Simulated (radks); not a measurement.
Species: the terbium ion Tb26+. Configuration: [Kr] 4d1 4f2 (not the ground configuration). Calculated with a radial shooting solver on a logarithmic mesh with Libxc functionals: Dirac Kohn-Sham, PBEsol, spin-unpolarised, spherical densities, finite nucleus; open shells fill j = l - 1/2 first; Fermi nuclear charge, rms radius 5.06 fm.

Normalised radial functions P(r) = r R(r) (large component), r in bohr:

r	4f7/2
0.001257	0.0000
0.001611	0.0000
0.002048	0.0000
0.002624	0.0000
0.003336	0.0000
0.004274	0.0000
0.005434	0.0000
0.006963	0.0000
0.008852	0.0000
0.01134	0.0001
0.01442	0.0002
0.01848	0.0005
0.02368	0.0013
0.0301	0.0031
0.03858	0.0074
0.04904	0.0165
0.06284	0.0366
0.07989	0.0756
0.1024	0.1515
0.1301	0.2792
0.1668	0.4867
0.212	0.7643
0.2717	1.0965
0.3454	1.3771
0.4426	1.4970
0.5672	1.3397
0.721	0.9501
0.9239	0.4882
1.175	0.1747
1.505	0.0360

4f7/2 (empty): eigenvalue -729.00 eV, 0 radial nodes, <r> = 0.511 bohr, 90 % of the charge inside 0.763 bohr.
